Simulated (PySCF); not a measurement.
Job file and geometry (Å, from GFN2-xTB) of an NMR shielding run on `C[B@@-]([N+]#C)(C(=C)C)C(C)C`, C8H16BN, GIAO PBE0/pcSseg-1 NMR shielding, non-relativistic, gas phase in PySCF; density fitting, a coarse starting grid and PySCF grid level 2 are the driver's defaults:

```
$ OMP_NUM_THREADS=1 python probes_run.py task.json out

{"job": {"kind": "nmr", "xc": "PBE0", "basis": "pcSseg-1"}, "charge": 0, "multiplicity": 1}
C     -0.083872     2.774073    -0.281615
N     -0.173776     1.632481    -0.367422
B     -0.212573     0.190298    -0.476428
C     -0.297975    -0.127229    -2.084508
C     -1.512968    -0.356471     0.326002
C     -2.310121     0.388103     1.079396
C     -1.792372    -1.824717     0.177500
C      1.200958    -0.354289     0.213517
C      1.243181    -0.102862     1.720239
C      2.454779     0.226024    -0.439778
H     -0.003095     3.821133    -0.213821
H     -1.284065     0.098410    -2.483972
H     -0.097474    -1.177741    -2.272191
H      0.424812     0.449192    -2.657391
H     -3.162674    -0.026178     1.599226
H     -2.158012     1.446854     1.222339
H     -1.974347    -2.067910    -0.867645
H     -0.933191    -2.406904     0.506217
H     -2.660926    -2.124565     0.761601
H      1.224902    -1.437168     0.056690
H      1.257820     0.965179     1.933428
H      2.135155    -0.546922     2.162165
H      0.369737    -0.530526     2.205869
H      2.472467     0.011145    -1.504844
H      2.500440     1.306609    -0.306617
H      3.352144    -0.203406     0.005321
```

**Question.** What does the program print?

**Answer.** 
```
coarse grid: 20760 points
cycle   1  E = -393.2750908863  dE =  1.136e+00  |g| = 7.462e-01  |ddm| = 4.404e+00
cycle   2  E = -392.7571112904  dE =  5.180e-01  |g| = 1.580e+00  |ddm| = 2.167e+00
cycle   3  E = -393.4267316948  dE = -6.696e-01  |g| = 2.478e-01  |ddm| = 1.588e+00
cycle   4  E = -393.4403848924  dE = -1.365e-02  |g| = 9.179e-02  |ddm| = 2.529e-01
cycle   5  E = -393.4419569087  dE = -1.572e-03  |g| = 3.891e-02  |ddm| = 9.350e-02
cycle   6  E = -393.4423311710  dE = -3.743e-04  |g| = 6.087e-03  |ddm| = 3.519e-02
cycle   7  E = -393.4423377514  dE = -6.580e-06  |g| = 2.724e-03  |ddm| = 6.312e-03
final grid: 197816 points
cycle   8  E = -393.5008426037  dE = -8.667e-05  |g| = 1.178e-02  |ddm| = 5.353e-02
cycle   9  E = -393.5008009733  dE =  4.163e-05  |g| = 1.799e-02  |ddm| = 2.279e-02
cycle  10  E = -393.5008712200  dE = -7.025e-05  |g| = 5.243e-03  |ddm| = 1.424e-02
cycle  11  E = -393.5008771298  dE = -5.910e-06  |g| = 5.421e-04  |ddm| = 3.103e-03
cycle  12  E = -393.5008771807  dE = -5.088e-08  |g| = 2.916e-04  |ddm| = 6.857e-04
cycle  13  E = -393.5008772013  dE = -2.060e-08  |g| = 7.615e-05  |ddm| = 3.254e-04
cycle  14  E = -393.5008772027  dE = -1.415e-09  |g| = 2.125e-05  |ddm| = 8.634e-05
cycle  15  E = -393.5008772028  dE = -1.157e-10  |g| = 5.015e-06  |ddm| = 2.666e-05
converged SCF energy = -393.5008772028

GIAO shielding tensors (ppm)
atom      isotropic    diamagn.    paramagn.     s11        s22        s33       span
  0 C       74.436     266.246    -191.810      1.215      6.377    215.717    214.502
  1 N       23.579     327.743    -304.163   -147.504   -137.343    355.585    503.088
  2 B      126.016     183.881     -57.865    119.159    123.682    135.207     16.048
  3 C      174.716     250.208     -75.492    162.843    172.587    188.719     25.876
  4 C       18.434     261.794    -243.360   -114.311     -8.433    178.046    292.358
  5 C       73.778     253.498    -179.720    -30.822    103.570    148.585    179.407
  6 C      160.930     247.028     -86.098    145.065    152.417    185.309     40.244
  7 C      160.718     248.724     -88.006    154.261    161.243    166.651     12.390
  8 C      165.562     247.832     -82.270    149.732    160.887    186.066     36.334
  9 C      167.135     247.230     -80.096    154.218    158.791    188.396     34.178
 10 H       27.278      31.605      -4.327     22.682     23.245     35.907     13.224
 11 H       31.576      31.013       0.562     27.795     29.114     37.818     10.023
 12 H       31.415      32.310      -0.894     27.831     29.128     37.288      9.457
 13 H       31.660      31.848      -0.188     27.595     30.386     36.999      9.404
 14 H       26.476      31.286      -4.809     23.551     25.117     30.761      7.210
 15 H       27.013      34.033      -7.020     24.527     25.017     31.496      6.969
 16 H       29.765      30.064      -0.299     24.682     30.128     34.486      9.803
 17 H       29.875      31.449      -1.574     24.992     30.645     33.988      8.996
 18 H       29.995      29.888       0.107     26.019     28.263     35.704      9.686
 19 H       30.726      34.721      -3.995     27.576     28.957     35.645      8.069
 20 H       31.507      32.674      -1.167     27.770     30.621     36.131      8.361
 21 H       30.914      30.776       0.138     26.385     28.085     38.272     11.887
 22 H       30.534      32.256      -1.722     24.587     30.870     36.145     11.558
 23 H       30.426      31.230      -0.804     24.799     29.672     36.808     12.009
 24 H       31.353      31.966      -0.613     27.305     30.737     36.017      8.712
 25 H       30.628      30.052       0.576     26.057     27.895     37.933     11.877
```

Size and cost of the density-fitted run: 250 basis functions, 79 s wall time on 1 thread of an Arm Neoverse V2, shared host; peak memory 1.1 GiB.
